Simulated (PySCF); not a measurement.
AlFBr2, SMILES [F][Al]([Br])[Br].

The structure is a stationary point at B3LYP-D3(BJ)/def2-SVP. The structure was generated by enumeration; whether it is a known compound was not checked.

Two levels are set side by side: PBE/def2-TZVPD (PySCF) and r2SCAN/def2-TZVPD (PySCF). Same geometry, gas phase. Differences are taken from unrounded values.

```json
[
 {"quantity": "orbital gap (eV)", "r2SCAN": "5.89", "PBE": "5.11", "PBE minus r2SCAN": "-0.78"},
 {"quantity": "highest occupied level (eV)", "r2SCAN": "-7.98", "PBE": "-7.65", "PBE minus r2SCAN": "0.33"},
 {"quantity": "lowest empty level (eV)", "r2SCAN": "-2.09", "PBE": "-2.54", "PBE minus r2SCAN": "-0.45"},
 {"quantity": "dipole moment (D)", "r2SCAN": "0.70", "PBE": "0.76", "PBE minus r2SCAN": "0.06"},
 {"quantity": "mean polarisability (bohr³)", "r2SCAN": "65.6", "PBE": "68.8", "PBE minus r2SCAN": "3.2"}
]
```

Rough cost on one machine, each run with all the roots and properties that it gave: r2SCAN against PBE about 3 times.
